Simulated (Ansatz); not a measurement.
`Cl[SiH2][CH2][GeH3]` + `N[SiH2][SiH3]` → `[SiH3][SiH2][NH][GeH3]` + `C[SiH2]Cl`  (ligand exchange at a Ge–C bond)

Program: Ansatz. Geometries: PBE0-D4/def2-TZVP. ΔE: electronic, gas phase. CCSD(T)/CBS is the MP2 limit (def2-TZVPP, def2-QZVPP) plus CCSD(T) − MP2 in def2-TZVPP, frozen cores. This one scheme is used for every species. Functionals use def2-TZVPP. For Ge outer-core shells are correlated without core-valence functions, which leaves a few kJ/mol of doubt a bond. Scalar relativity is left out up to krypton. Each species was taken in one conformer, which may not be the lowest.

`Cl[SiH2][CH2][GeH3]`:

```xyz
11

Cl    1.994   -2.573    0.778
Si    1.345   -0.642    0.457
C    -0.425   -0.632   -0.088
Ge   -1.128    1.172   -0.425
H     1.511    0.095    1.732
H     2.223   -0.051   -0.581
H    -1.048   -1.103    0.677
H    -0.531   -1.216   -1.007
H    -1.032    2.018    0.855
H    -0.311    1.852   -1.537
H    -2.598    1.079   -0.862
```

`N[SiH2][SiH3]`:

Z-matrix (Å, degrees):
```
Si
Si 1 2.341
N 1 1.724 2 108.6
H 1 1.497 2 108.1 3 -126.1
H 1 1.488 2 110.7 3 117.7
H 2 1.489 1 110.3 3 173.7
H 2 1.491 1 110.1 3 54.6
H 2 1.488 1 111.4 3 -65.4
H 3 1.008 1 119.6 2 167.4
H 3 1.007 1 119.6 2 -50.6
```

`[SiH3][SiH2][NH][GeH3]`:

Z-matrix (Å, degrees):
```
Si
Si 1 2.343
H 1 1.488 2 111.1
H 1 1.489 2 111.0 3 -121.1
H 1 1.491 2 109.7 3 119.4
N 2 1.723 1 110.1 3 -65.7
H 2 1.489 1 110.6 3 52.5
H 2 1.496 1 108.2 3 168.9
Ge 6 1.841 2 126.9 1 150.4
H 6 1.009 2 116.9 1 -46.4
H 9 1.538 6 108.1 2 -152.1
H 9 1.534 6 106.6 2 -32.2
H 9 1.543 6 111.8 2 87.8
```

`C[SiH2]Cl`:

Cartesian coordinates in Å:
```
C 0.932 0.374 0.110
Si -0.760 -0.385 0.026
Cl -1.747 0.304 -1.648
H 1.461 0.014 0.997
H 0.866 1.462 0.166
H 1.520 0.109 -0.772
H -1.582 -0.015 1.204
H -0.690 -1.863 -0.083
```

Task: Is it downhill or uphill in electronic energy at CCSD(T)/CBS, and by how much? (Estimate.)

Result: The calculation gave: Downhill: ΔE = -17.3 kJ/mol.

Task: What do these levels give: LDA (SPW92), r2SCAN-D4, r2SCAN, BHLYP, RPA@PBE/def2-TZVPP, HF/def2-SVP, MP2/def2-SVP, CCSD(T)/def2-SVP, SCS-MP2/def2-TZVPP, CCSD(T)/def2-TZVPP, MP2/def2-QZVPP, HF/CBS(def2)? (Estimate.)

Result: The calculation gave: LDA (SPW92) -13.1, r2SCAN-D4 -18.7, r2SCAN -18.6, BHLYP -23.8, RPA@PBE/def2-TZVPP -20.7, HF/def2-SVP -32.8, MP2/def2-SVP -27.5, CCSD(T)/def2-SVP -27.9, SCS-MP2/def2-TZVPP -22.7, CCSD(T)/def2-TZVPP -19.9, MP2/def2-QZVPP -18.1, HF/CBS(def2) -30.3 kJ/mol.

Largest T1 diagnostic among the species: 0.012.

Leaving LDA and LC-ωPBE aside and taking each functional with its dispersion term where it has one, the values, not all of them listed here, spread over 8.3 kJ/mol, from BHLYP-D4 to PBE-D4. In def2-TZVPP, CCSD(T) changes the Hartree–Fock value by +9.7 kJ/mol (the triples alone add +0.7 kJ/mol) and MP2 by +10.2 kJ/mol. At CCSD(T), def2-SVP lies −10.7 kJ/mol from the extrapolated value and def2-TZVPP −2.6 kJ/mol.
